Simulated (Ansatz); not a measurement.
Saddle point of ZnH3OF, closed shell (ZnH₂O ([OH][ZnH]) + HF → ZnHOF ([OH][Zn][F]) + H₂; bonds formed: Zn1–F5, H2–H4; bonds broken: Zn1–H2, H4–F5), PBE0-D4/def2-TZVP structure:

```
atom    x (Å)    y (Å)    z (Å)
 Zn1   0.0260  -0.1298  -0.0832
  H2  -0.3134   1.1858   1.0445
  O3   0.2013  -1.8596  -0.4427
  H4  -0.1310   1.6338   0.1929
  F5   0.1608   1.6151  -1.0135
  H6   0.0562  -2.4454   0.3021
```

Energies are electronic, without zero-point energy. Barriers and step energies count from the start structure reached by relaxing down the imaginary mode; all methods use the PBE0-D4 structures, on which another method's saddle can fall below an end. Computed with Ansatz 0.2.0 (basis: def2-TZVPP, with def2-QZVPP for the basis limit); correlated methods freeze the cores. The 3s and 3p shells of Cu and Zn are frozen; filled d shells are correlated. B3LYP uses VWN-RPA correlation. Extrapolation: Hartree–Fock as exp(−7.88 √X), correlation as X^−2.97.

```json
{"method": "SPW92", "barrier (kJ/mol)": "42.4", "step energy (kJ/mol)": "-7.1"}
{"method": "PBE-D4", "barrier (kJ/mol)": "58.0", "step energy (kJ/mol)": "-22.7"}
{"method": "BLYP-D4", "barrier (kJ/mol)": "65.5", "step energy (kJ/mol)": "-31.0"}
{"method": "r2SCAN-D4", "barrier (kJ/mol)": "60.5", "step energy (kJ/mol)": "-26.8"}
{"method": "B97M-V", "barrier (kJ/mol)": "?", "step energy (kJ/mol)": "-20.8"}
{"method": "PBE0-D4", "barrier (kJ/mol)": "67.3", "step energy (kJ/mol)": "-19.6"}
{"method": "B3LYP-D4", "barrier (kJ/mol)": "71.7", "step energy (kJ/mol)": "-26.9"}
{"method": "r2SCAN0-D4", "barrier (kJ/mol)": "68.2", "step energy (kJ/mol)": "-22.9"}
{"method": "BHLYP-D4", "barrier (kJ/mol)": "80.1", "step energy (kJ/mol)": "-25.7"}
{"method": "CAM-B3LYP-D4", "barrier (kJ/mol)": "71.0", "step energy (kJ/mol)": "-25.4"}
{"method": "wB97X-V", "barrier (kJ/mol)": "71.3", "step energy (kJ/mol)": "-28.2"}
{"method": "wB97M-V", "barrier (kJ/mol)": "75.1", "step energy (kJ/mol)": "-21.6"}
{"method": "B2PLYP", "barrier (kJ/mol)": "?", "step energy (kJ/mol)": "-29.1"}
{"method": "PBE-QIDH", "barrier (kJ/mol)": "71.1", "step energy (kJ/mol)": "-23.4"}
{"method": "RPA on PBE", "barrier (kJ/mol)": "74.5", "step energy (kJ/mol)": "-26.7"}
{"method": "HF", "barrier (kJ/mol)": "101.9", "step energy (kJ/mol)": "-31.3"}
{"method": "MP2", "barrier (kJ/mol)": "?", "step energy (kJ/mol)": "-28.1"}
{"method": "CCSD", "barrier (kJ/mol)": "80.8", "step energy (kJ/mol)": "-25.0"}
{"method": "CCSD(T)", "barrier (kJ/mol)": "74.9", "step energy (kJ/mol)": "-25.0"}
```

(1) Fill in the withheld barriers. (An estimate is asked for; the value comes from the calculation.)

No T1 diagnostic of these runs exceeds 0.018.

## Answers

(1) Computed: B2PLYP 72.1; B97M-V 74.9; MP2 74.0 kJ/mol. Each is the energy of the saddle less that of the start structure, by the same method.

For comparison, the barrier by CCSD(T) at an estimated basis limit (MP2 extrapolated from triple and quadruple zeta, plus CCSD(T) − MP2 in triple zeta) is 70.2 kJ/mol.

Labels in which every atom is bracketed show which atoms are joined, not bond orders.

For scale, one of the runs: CCSD(T)/def2-TZVPP, 168 basis functions, launched by `ansatz run in.yaml --threads 4 --pin off --events-out ev --progress --plain --max-ram 9574MiB`. The run took 31 s on 4 CPU threads of an Arm Neoverse V1 (shared host), with 1.4 GiB of host memory at its peak.
